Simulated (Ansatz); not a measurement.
`CC1CCC(=O)O1`. Charge 0, multiplicity 1.

Cartesian coordinates in Å:
```
C -1.741 0.148 0.473
C -0.409 0.814 0.216
C 0.788 0.072 0.819
C 1.233 -0.823 -0.324
C 0.749 -0.095 -1.559
O 1.065 -0.276 -2.695
O -0.150 0.845 -1.197
H -2.530 0.640 -0.097
H -1.992 0.208 1.535
H -1.717 -0.906 0.184
H -0.443 1.857 0.539
H 1.578 0.781 1.075
H 0.515 -0.469 1.725
H 2.306 -0.993 -0.387
H 0.748 -1.804 -0.307
```

Task: List the harmonic frequencies (cm⁻¹, unscaled) at PBE0-D4/def2-TZVP in Ansatz. (An estimate is asked.)

Result: Ansatz gave: 112, 141, 247, 341, 432, 502, 543, 667, 716, 801, 833, 907, 961, 988, 1029, 1070, 1108, 1142, 1199, 1206, 1242, 1304, 1333, 1371, 1390, 1411, 1458, 1479, 1489, 1496, 1886, 3053, 3079, 3082, 3094, 3131, 3134, 3144, 3153.

Task: Is this a minimum?

Result: Yes, all 39 modes are real.

Task: Give the ideal-gas thermochemistry at 298.15 K and 1 bar (rigid rotor, harmonic oscillator; point group C1, symmetry number 1).

Result: Zero-point energy 333.0 kJ/mol; H(298) − E = 352.5 kJ/mol; entropy 333.9 J/(mol·K), of which translation 166.3, rotation 113.4, vibration 54.2; G(298) − E = 253.0 kJ/mol.
